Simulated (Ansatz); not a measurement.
CdH2, relaxed as a singlet with RKS PBE-D4/def2-TZVP in Ansatz, starting from the GFN2-xTB geometry. Force threshold 0.02 eV/Å.

In the def2 sets Cd takes a core potential; there is no spin–orbit coupling.

Start:

```
atom   x (Å)   y (Å)   z (Å)
 Cd1   0.000   0.000   0.000
  H2   0.548  -0.822   1.331
  H3  -0.548   0.822  -1.332
```

(1) Estimate the energy that the relaxation releases and the steps that it takes.

(2) Does the start keep its bonding and symmetry?

(3) Predict the relaxed structure.

Answers

(1) 0.7 kJ/mol, in 3 steps; 4.6 s on 4 threads of Intel Xeon on a shared host. No frequencies were taken in this run, so the end may be a saddle point.

(2) By distances, no bond broke or formed. The bond that changes most is Cd1–H2, from 1.66 to 1.68 Å (atoms count from 1). Point group D∞h at the start, D∞h at the end, both within 0.05 Å.

(3) 
Cartesian coordinates in Å:
```
Cd 0.0000 0.0000 0.0000
H 0.5559 -0.8339 1.3509
H -0.5560 0.8339 -1.3509
```
Bond lengths: 2 × Cd–H 1.68 Å.
